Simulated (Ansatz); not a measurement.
`[F][Al]([Cl])[Cl]` + H–F → `[F][Al]([F])[Cl]` + HCl at 700 K and 1 bar (ligand exchange at the Al–Cl bond).

Gas-phase electronic energies from Ansatz, PBE0-D4/def2-TZVP geometries. CCSD(T)/CBS is extrapolated from def2-TZVPP and def2-QZVPP, frozen cores.

```csv
species,CCSD(T)/CBS energy (Eh),H − E (kJ/mol),S (J/(mol·K))
`[F][Al]([Cl])[Cl]`,-1261.58709,61.2,374.5
H–F,-100.39431,45.2,198.5
`[F][Al]([F])[Cl]`,-901.60696,62.2,360.6
HCl,-460.38167,38.4,211.8
```

H − E and S are ideal-gas, rigid-rotor, harmonic terms from PBE0-D4/def2-TZVP. 1 Eh = 2625.50 kJ/mol, R = 8.31446 J/(mol·K).

By hand: ΔE, ΔH, ΔS and ΔG.

ΔE = (-901.60696) + (-460.38167) − (-1261.58709) − (-100.39431) = -0.00723 Eh = -19.0 kJ/mol. Δ(H − E) = 62.2 + 38.4 − 61.2 − 45.2 = -5.8, so ΔH = -24.8 kJ/mol. ΔS = 360.6 + 211.8 − 374.5 − 198.5 = -0.6 J/(mol·K). ΔG = -24.8 − 700 × (-0.6)/1000 = -24.4 kJ/mol.

By hand: the equilibrium constant, and the temperature at which ΔG would vanish if ΔH and ΔS stayed fixed.

log₁₀ K = −ΔG/(RT ln 10) = 1.8. ΔG = 0 at ΔH/ΔS = 41333 K, far beyond where these terms or the molecules hold.

The number of gas molecules stays the same, so ΔS is small and ΔH decides. A doubt of 5 kJ/mol in ΔE shifts log₁₀ K by 0.4 here. These are equilibria of isolated gas molecules and say nothing of rates. Largest T1 diagnostic: 0.012 (customary marks: 0.02 for closed shells, 0.045 for open ones).
